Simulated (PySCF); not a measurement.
Bonds: Si1-C3, Si1-C7, Si1-N11, N11-C12. Si1 carries H2; C3 carries H4, H5, H6; C7 carries H8, H9, H10; N11 carries H13; C12 carries H14, H15, H16.

[PySCF: coordinates at the PBE0-D3(BJ)/def2-SVP level; shielding tensors at B3LYP/pcSseg-1 (GIAO); one computed conformer; fast rotation and ring inversion assumed for equivalent nuclei; no relativistic terms; gas phase]

Shifts are taken against calculated references (same method and geometry level): TMS for ¹³C and ¹H and ²⁹Si; ¹⁵N vs NH3.

```tsv
atoms	nucleus	count	δ (ppm)
H2	¹H	1	4.57
H14/H15/H16	¹H	3	2.68
H4/H5/H6/H8/H9/H10	¹H	6	0.04
H13	¹H	1	-0.60
C3/C7	¹³C	2	-1.0
Si1	²⁹Si	1	-10.5
N11	¹⁵N	1	?
C12	¹³C	1	?
```

**Question.** Complete the table.

**Answer.** 
- C12: 32.1 ppm, carbon bonded to N, 3 H
- N11: 24.5 ppm, nitrogen bonded to C, Si, H

The OH or NH signal is concentration- and solvent-dependent in practice; the value given is the gas-phase one. Shifts are as computed. Against solution values, carbons near 30 ppm lie about +2 ppm off and those near 130 ppm about +6 ppm. Of 1211 compounds with measured shifts, 218 miss one by over three times the rms of a fit or turn the order of signals round; such compounds aren't used in these exercises. Experimental scales use liquid or dissolved standards, which lie at an offset from isolated NH3 (liquid NH3: subtract about 20 ppm).
